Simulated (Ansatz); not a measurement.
Reaction (formal loss of a carbene): `C[NH][Al]([F])[F]` → `[CH2]` (triplet) + `[NH2][Al]([F])[F]`

Isolated molecules relaxed with PBE0-D4/def2-TZVP in Ansatz; ΔE leaves out vibrations. CCSD(T)/CBS adds triple-zeta CCSD(T) − MP2 to the extrapolated MP2 energy (def2 sets, frozen cores). This one scheme is used for every species. DFT in def2-TZVPP. HSE06 is defined as in plane-wave codes. Triplets are unrestricted, without spin–orbit coupling. Each species was taken in one conformer, which may not be the lowest.

| level | ΔE (kJ/mol) |
| --- | --- |
| HSE06-D4 | 390.8 |
| revPBE | 370.3 |
| r2SCAN0 | 362.5 |
| HSE06 | 386.5 |
| CCSD/def2-SVP | 375.5 |
| MP2/def2-TZVPP | 390.5 |
| CCSD(T)/def2-TZVPP | 380.6 |
| MP2/CBS(def2) | 399.9 |

(1) What does CCSD(T)/CBS give? (Estimate.)

(2) What do rigid-rotor, harmonic-oscillator terms from PBE0-D4/def2-TZVP frequencies (298.15 K, 1 bar) make of the CCSD(T)/CBS value? (Estimate.)

Largest T1 diagnostic among the species: 0.012.

## Answers

(1) Computed: +390.0 kJ/mol. The listed levels differ from it by 0.8, -19.7, -27.5, -3.5, -14.5, 0.5, -9.4, 9.9 kJ/mol.

(2) Computed: ΔZPE = -30.3 kJ/mol, ΔH = +365.9 kJ/mol, ΔS = 154 J/(mol·K), ΔG = +319.9 kJ/mol. Open shells count their whole term as degenerate.

The D4 term adds +8.6 kJ/mol with B3LYP and +4.6 kJ/mol with PBE0; it sums over pairs of atoms, weighted by their polarisabilities, and B3LYP, whose exchange is more repulsive, gets the larger term. At CCSD(T), def2-SVP lies −6.4 kJ/mol from the extrapolated value and def2-TZVPP −9.4 kJ/mol.

B3LYP here is the variant with VWN-RPA as its local correlation; programs differ in this.
